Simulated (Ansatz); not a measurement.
Reaction (cleavage of the Si–Al bond): `[SiH3][O][AlH][SiH3]` + `N=CCF` → `FC/C=N\[SiH3]` + `[AlH2][O][SiH3]`

Program: Ansatz. Geometries: PBE0-D4/def2-TZVP. ΔE: electronic, gas phase. CCSD(T)/CBS is the MP2 limit (def2-TZVPP, def2-QZVPP) plus CCSD(T) − MP2 in def2-TZVPP, frozen cores. DFT in def2-TZVPP. B3LYP here is the variant with VWN-RPA as its local correlation; programs differ in this. One conformer a species, not always the lowest.

`[SiH3][O][AlH][SiH3]`:

```xyz
11

Si   -2.110   -0.031    1.145
O    -1.160    0.454   -0.081
Al    0.128    0.691   -1.144
Si    2.270   -0.379   -0.614
H    -1.401   -1.019    2.003
H    -2.491    1.139    1.981
H    -3.344   -0.664    0.608
H    -0.145    1.610   -2.404
H     2.115   -1.496    0.358
H     2.928   -0.919   -1.838
H     3.209    0.614   -0.015
```

`N=CCF`:

Z-matrix (Å, degrees):
```
C
C 1 1.497
F 1 1.373 2 111.2
H 1 1.096 2 110.1 3 -120.4
H 1 1.096 2 110.1 3 120.4
N 2 1.259 1 126.7 3 0.0
H 2 1.095 1 114.4 3 179.9
H 6 1.023 2 110.0 1 -0.0
```

`FC/C=N\[SiH3]`:

Z-matrix (Å, degrees):
```
C
C 1 1.500
F 1 1.371 2 112.1
H 1 1.097 2 109.5 3 120.9
H 1 1.097 2 109.5 3 -120.9
N 2 1.252 1 128.4 3 0.0
H 2 1.103 1 111.9 3 -180.0
Si 6 1.746 2 131.5 1 -0.0
H 8 1.484 6 106.3 2 180.0
H 8 1.486 6 111.8 2 62.2
H 8 1.486 6 111.8 2 -62.3
```

`[AlH2][O][SiH3]`:

Cartesian coordinates in Å:
```
Al -0.286 1.276 -1.336
O -0.039 0.137 -0.125
Si 0.219 -0.978 1.027
H -0.193 2.803 -0.946
H -0.597 0.753 -2.793
H -1.068 -1.340 1.679
H 1.148 -0.448 2.060
H 0.818 -2.204 0.435
```

CCSD(T)/CBS gives -4.2 kcal/mol.

**Question.** Another level gave -4.3 kcal/mol. Which?
A. B3LYP/def2-TZVPP
B. PBE-D4/def2-TZVPP
C. MP2/def2-TZVPP
D. HF/def2-TZVPP

**Answer.** A. B3LYP -4.3, HF/def2-TZVPP -7.6, PBE-D4 -0.4, MP2/def2-TZVPP -6.7 kcal/mol.

Largest T1 diagnostic among the species: 0.013.

In def2-TZVPP, CCSD(T) changes the Hartree–Fock value by +3.9 kcal/mol (the triples alone add +0.3 kcal/mol) and MP2 by +1.0 kcal/mol. The D4 term adds −0.9 kcal/mol with B3LYP and −0.4 kcal/mol with PBE0; it sums over pairs of atoms, weighted by their polarisabilities, and B3LYP, whose exchange is more repulsive, gets the larger term.
